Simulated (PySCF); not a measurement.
C2H8O2Si.

```xyz
13

C      2.1539    -0.3073     0.2708
Si     0.4555     0.1998    -0.3282
O     -0.1916     1.4735     0.5652
C     -0.8521    -1.1263    -0.0364
O     -2.1432    -0.5559    -0.1928
H      2.8929     0.4983     0.1328
H      2.5120    -1.1876    -0.2891
H      2.1289    -0.5689     1.3409
H      0.5205     0.6033    -1.7670
H      0.0374     2.3703     0.3047
H     -0.7184    -1.5862     0.9661
H     -0.7551    -1.9500    -0.7642
H     -2.1282     0.2847     0.2847
```

Geometry: ωB97X-D3(BJ)/def2-SVP. The structure was generated by enumeration; whether it is a known compound was not checked. The values are those of a single conformer.

All values below come from PBE/pcSseg-1 run with PySCF. Non-relativistic, no solvent.

**Question.** Give the absolute GIAO shielding of each atom: isotropic value and principal components (ppm). (An estimate is asked for; the answer gives what the named calculation found.)

**Answer.** 
```csv
atom,σ(iso),σ11,σ22,σ33,span
C1,180.7,170.9,183.5,187.8,16.8
Si2,330.5,277.9,333.1,380.4,102.5
O3,306.8,282.7,309.0,328.7,46.0
C4,123.7,91.9,104.8,174.3,82.4
O5,330.8,300.0,309.2,383.2,83.2
H6,30.8,27.0,28.2,37.2,10.2
H7,31.4,27.4,28.9,37.9,10.5
H8,31.0,27.1,28.9,36.9,9.8
H9,26.1,23.0,24.1,31.1,8.1
H10,30.4,22.6,25.0,43.6,21.0
H11,27.5,22.8,27.1,32.8,10.0
H12,27.7,24.4,27.3,31.4,7.1
H13,30.3,19.5,30.4,41.0,21.5
```
